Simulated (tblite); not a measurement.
A geometry optimisation, step by step.

C4H9NO2Si.
Numbering: `[CH3:1][C:2](=[O:3])[NH:4]/[CH:5]=[CH:6]/[O:7][SiH3:8]` (hydrogens: H9, H10, H11 on C1; H12 on N4; H13 on C5; H14 on C6; H15, H16, H17 on Si8)

Computed with GFN2-xTB (tblite), gas phase: L-BFGS steps from a force-field or distance-geometry start until the largest atomic force falls under 0.01 eV/Å. 4 of its 109 geometries are shown.

Step 0: E = -705.8898 eV, largest atomic force 4.960 eV/Å
```
atom  x, y, z in Å  |  force x, y, z in eV/Å
C1     -3.336   -0.052   -0.358   -1.408   0.402  -0.406
C2     -1.961   -0.040    0.164    3.115  -1.060   3.711
O3     -1.781   -0.294    1.420   -0.158   1.069  -4.764
N4     -0.828    0.234   -0.683   -1.980  -0.990   0.981
C5      0.511    0.225   -0.139   -1.316   1.781  -1.318
C6      1.159    1.384   -0.280    1.563  -0.329   0.803
O7      2.464    1.568    0.172   -0.380  -1.431  -0.220
Si8     3.405    0.201    0.708   -0.861   0.931  -0.736
H9     -3.720    0.997   -0.256    0.156  -0.817  -0.256
H10    -3.437   -0.393   -1.391    0.227   0.297   0.039
H11    -4.020   -0.705    0.242    0.863   0.598  -0.217
H12    -0.969    0.427   -1.705    0.150  -0.240   1.599
H13     0.951   -0.622    0.325   -0.332  -0.511   0.233
H14     0.683    2.244   -0.760    0.507  -0.210   0.298
H15     2.777   -0.280    1.923   -0.081  -0.111   0.194
H16     4.787    0.560    1.003   -0.191   0.351  -0.225
H17     3.308   -0.794   -0.395    0.128   0.270   0.283
```

Step 36: E = -707.0640 eV, largest atomic force 0.216 eV/Å
```
atom  x, y, z in Å  |  force x, y, z in eV/Å
C1     -3.399   -0.069   -0.427    0.054   0.034   0.018
C2     -2.031   -0.197    0.214    0.109  -0.032   0.036
O3     -1.816   -0.837    1.218   -0.043  -0.063  -0.125
N4     -1.029    0.456   -0.462    0.054  -0.063   0.150
C5      0.314    0.363   -0.083   -0.096  -0.014   0.041
C6      1.256    1.235   -0.433   -0.076  -0.032  -0.011
O7      2.547    1.171   -0.070   -0.067   0.167  -0.119
Si8     3.544    0.153    0.706   -0.003  -0.006   0.117
H9     -3.732    0.968   -0.435    0.054  -0.003   0.015
H10    -3.374   -0.432   -1.455    0.032   0.015   0.094
H11    -4.109   -0.661    0.148    0.062   0.039  -0.060
H12    -1.274    1.150   -1.148    0.005   0.020  -0.131
H13     0.538   -0.492    0.540   -0.064   0.104   0.010
H14     1.045    2.101   -1.057   -0.001  -0.075   0.053
H15     3.042   -0.262    2.014   -0.064  -0.020  -0.002
H16     4.690    1.040    0.845    0.028  -0.025  -0.064
H17     3.781   -1.025   -0.125    0.014  -0.045  -0.022
```

Step 72: E = -707.1193 eV, largest atomic force 0.036 eV/Å
```
atom  x, y, z in Å  |  force x, y, z in eV/Å
C1     -3.357   -0.045   -0.428   -0.008   0.002   0.005
C2     -1.990   -0.318    0.166   -0.027   0.002  -0.024
O3     -1.767   -1.153    1.010    0.000  -0.019   0.013
N4     -1.015    0.477   -0.368   -0.014   0.023  -0.018
C5      0.321    0.412    0.015   -0.022   0.005   0.010
C6      1.253    1.232   -0.460   -0.003  -0.010  -0.001
O7      2.551    1.234   -0.111    0.001  -0.022  -0.008
Si8     3.494    0.179    0.699    0.008   0.004  -0.012
H9     -3.589    1.016   -0.388    0.008   0.000  -0.004
H10    -3.374   -0.371   -1.466    0.001   0.009   0.008
H11    -4.110   -0.597    0.126    0.018  -0.024   0.010
H12    -1.270    1.171   -1.054    0.023   0.003  -0.011
H13     0.526   -0.356    0.743    0.030   0.003  -0.004
H14     1.017    1.997   -1.193    0.012   0.022   0.016
H15     2.961   -0.134    2.024   -0.006  -0.001   0.013
H16     4.710    0.974    0.756   -0.009  -0.004  -0.022
H17     3.632   -1.054   -0.080   -0.011   0.005   0.027
```

Step 108: E = -707.1320 eV, largest atomic force 0.010 eV/Å
```
atom  x, y, z in Å  |  force x, y, z in eV/Å
C1     -3.343   -0.068   -0.415    0.001  -0.001   0.002
C2     -1.951   -0.358    0.101   -0.004   0.003   0.000
O3     -1.678   -1.275    0.840   -0.005  -0.004   0.001
N4     -1.012    0.521   -0.362   -0.001  -0.002  -0.005
C5      0.335    0.427   -0.032   -0.001   0.005   0.004
C6      1.263    1.271   -0.470   -0.003  -0.004  -0.004
O7      2.573    1.209   -0.175    0.002   0.002   0.004
Si8     3.448    0.178    0.736    0.006  -0.003  -0.007
H9     -3.607    0.974   -0.251    0.002   0.000   0.004
H10    -3.390   -0.279   -1.482    0.004   0.006   0.001
H11    -4.053   -0.708    0.101   -0.006  -0.002  -0.003
H12    -1.291    1.271   -0.977    0.001  -0.005  -0.001
H13     0.567   -0.400    0.620    0.001  -0.005   0.001
H14     1.024    2.102   -1.125   -0.004   0.005  -0.005
H15     2.998    0.197    2.127   -0.002   0.002   0.009
H16     4.755    0.785    0.542    0.006   0.004   0.000
H17     3.356   -1.185    0.213    0.002  -0.003   0.000
```

**Question.** Summarise the path.

**Answer.** The energy falls by 28.64 kcal/mol from step 0 to step 108; nine tenths of that is first reached at step 29. It rises by more than 0.2 meV at step 32. The largest force goes from 4.960 to 0.010 eV/Å. Among the bonds O7–Si8 changes most, from 1.743 to 1.631 Å; the atoms move by 0.548 Å rms after alignment.

**Question.** Follow the three bonds and two angles with the largest change from start to end.

**Answer.** 
| step | E above end (kcal/mol) | largest force (eV/Å) | O7–Si8 (Å) | C2=O3 (Å) | C2–N4 (Å) | O7–Si8–H16 (°) | C6–O7–Si8 (°) |
| --- | --- | --- | --- | --- | --- | --- | --- |
| 0 | 28.64 | 4.960 | 1.743 | 1.293 | 1.441 | 112.4 | 120.1 |
| 5 | 10.12 | 0.544 | 1.640 | 1.208 | 1.366 | 112.5 | 123.9 |
| 9 | 7.23 | 0.343 | 1.639 | 1.213 | 1.363 | 105.3 | 125.3 |
| 14 | 5.65 | 0.275 | 1.641 | 1.207 | 1.362 | 98.5 | 127.0 |
| 19 | 4.88 | 0.227 | 1.630 | 1.210 | 1.364 | 97.5 | 128.8 |
| 23 | 4.28 | 0.271 | 1.642 | 1.207 | 1.363 | 96.2 | 130.3 |
| 28 | 3.02 | 0.338 | 1.625 | 1.211 | 1.375 | 97.7 | 132.6 |
| 33 | 1.94 | 0.224 | 1.633 | 1.208 | 1.367 | 97.9 | 137.4 |
| 38 | 1.34 | 0.162 | 1.626 | 1.209 | 1.371 | 98.4 | 137.7 |
| 42 | 0.99 | 0.167 | 1.629 | 1.211 | 1.368 | 98.9 | 136.6 |
| 47 | 0.68 | 0.195 | 1.629 | 1.210 | 1.367 | 99.2 | 136.8 |
| 52 | 0.48 | 0.082 | 1.629 | 1.208 | 1.366 | 99.2 | 135.6 |
| 56 | 0.40 | 0.062 | 1.629 | 1.210 | 1.366 | 97.9 | 134.6 |
| 61 | 0.35 | 0.049 | 1.629 | 1.209 | 1.367 | 98.0 | 134.0 |
| 66 | 0.32 | 0.034 | 1.629 | 1.209 | 1.367 | 98.3 | 133.6 |
| 70 | 0.30 | 0.031 | 1.629 | 1.209 | 1.367 | 98.5 | 133.5 |
| 75 | 0.26 | 0.079 | 1.631 | 1.209 | 1.367 | 98.5 | 133.0 |
| 80 | 0.17 | 0.100 | 1.629 | 1.210 | 1.366 | 98.5 | 133.7 |
| 85 | 0.10 | 0.035 | 1.631 | 1.209 | 1.368 | 98.1 | 133.3 |
| 89 | 0.08 | 0.041 | 1.630 | 1.210 | 1.368 | 98.1 | 133.2 |
| 94 | 0.05 | 0.041 | 1.631 | 1.209 | 1.367 | 98.3 | 132.9 |
| 99 | 0.01 | 0.049 | 1.630 | 1.209 | 1.366 | 98.3 | 133.0 |
| 103 | 0.00 | 0.025 | 1.631 | 1.209 | 1.367 | 98.2 | 132.5 |
| 108 | 0.00 | 0.010 | 1.631 | 1.209 | 1.367 | 98.3 | 132.4 |

The cost below is that of the whole relaxation. Time: 0.76 s wall. Hardware: one thread of an Arm Neoverse V1, on a shared host.
